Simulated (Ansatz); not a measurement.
Reaction (substitution at a C–Zn bond): `[F][Zn][CH2]BCl` + HCl → `ClBCCl` + `[F][ZnH]`

Calculated with Ansatz (gas phase, PBE0-D4/def2-TZVP geometries, no zero-point term in ΔE). CCSD(T)/CBS adds triple-zeta CCSD(T) − MP2 to the extrapolated MP2 energy (def2 sets, frozen cores). This one scheme is used for every species. DFT in def2-TZVPP. B3LYP here is the variant with VWN-RPA as its local correlation; programs differ in this. For Zn outer-core shells are correlated without core-valence functions, which leaves a few kJ/mol of doubt a bond. Scalar relativity is left out up to krypton. One conformer a species, not always the lowest.

```csv
level,ΔE (kJ/mol),difference from CCSD(T)/CBS
r2SCAN-D4,90.4,-5.8
PBE0-D4,90.5,-5.7
B3LYP-D4,85.7,-10.5
ωB97X-V,86.4,-9.8
B2PLYP,90.8,-5.4
PBE,86.8,-9.4
r2SCAN,90.3,-5.9
PBE0,90.5,-5.7
B3LYP,85.8,-10.4
HF/def2-TZVPP,81.7,-14.5
SCS-MP2/def2-TZVPP,94.8,-1.4
CCSD/def2-TZVPP,94.8,-1.4
CCSD(T)/def2-TZVPP,95.4,-0.8
HF/def2-QZVPP,82.7,-13.5
SCS-MP2/def2-QZVPP,95.7,-0.5
MP2/CBS(def2),103.1,6.9
CCSD(T)/CBS,96.2,0
```

Largest T1 diagnostic among the species: 0.018.

From PBE to PBE0 (25 % exact exchange), in def2-TZVPP and without D4, ΔE moves by +3.6 kJ/mol. In def2-TZVPP, CCSD(T) changes the Hartree–Fock value by +13.6 kJ/mol (the triples alone add +0.6 kJ/mol) and MP2 by +20.5 kJ/mol.
